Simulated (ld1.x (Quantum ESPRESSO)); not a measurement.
## oxygen (O), ultrasoft: configuration errors across variants

* Element: O (Z = 8)
* Generator: ld1.x (Quantum ESPRESSO) 7.5
* Type: ultrasoft
* Functional: PBEsol
* Relativity: scalar-relativistic
* Frozen core: [He]
* Valence charge: 6
* Reference configuration: 2s2 2p4
* Partial waves: 2s (bound): rcut 0.65, rcutus 0.80 bohr; 2s channel at 1.95 Ry: rcut 0.65, rcutus 0.80 bohr; 2p (bound): rcut 0.70, rcutus 0.95 bohr; 2p channel at 0.4 Ry: rcut 0.70, rcutus 0.95 bohr
* Local potential: all-electron potential smoothed inside 0.90 bohr (lloc = -2)
* Core correction: Bessel-smoothed model core inside 0.80 bohr
* Augmentation charge: built from norm-conserving waves at rcut, not smoothed further

All-electron excitation energies from the reference (eV): (1) 2s2 2p3 16.360; (2) 2s2 2p2 49.837; (3) 2s2 2p1 103.544; (4) 2s2 2p3.5 6.254; (5) 2s1 2p4 31.497; (6) 2s2 2p4.3 -2.107; (7) 2s0 2p6 29.748.

2 further variants failed, have other tests or another functional or relativity, and are left out.

Errors AE − PS in meV (a dash: test not solved or not reliable):

| change | (1) | (2) | (3) | (4) | (5) | (6) | (7) | bound ghosts |
| --- | --- | --- | --- | --- | --- | --- | --- | --- |
| base | -0.3 | +5.0 | +41 | -0.4 | +4.5 | +0.2 | +24 | none |
| local potential all-electron potential smoothed inside 0.75 bohr (lloc = -2) | -0.3 | +5.1 | +42 | -0.3 | +4.4 | +0.2 | +24 | none |
| waves 2p (bound): rcut 0.66, rcutus 0.70 bohr; 2p channel at 0.4 Ry: rcut 0.66, rcutus 0.70 bohr | -0.5 | +4.1 | +37 | -0.4 | +4.2 | +0.2 | +22 | none |
| local potential all-electron potential smoothed inside 0.84 bohr (lloc = -2) | -0.3 | +5.1 | +42 | -0.3 | +4.4 | +0.2 | +24 | none |

Give the same row for: wave 2s channel at 1.95 Ry: rcut 0.65, rcutus 0.80 bohr becomes 2s channel at -1.43 Ry: rcut 0.65, rcutus 0.80 bohr.

0.0, +7.7, +51, -0.3, +4.6, +0.2, +24; bound ghosts: none.
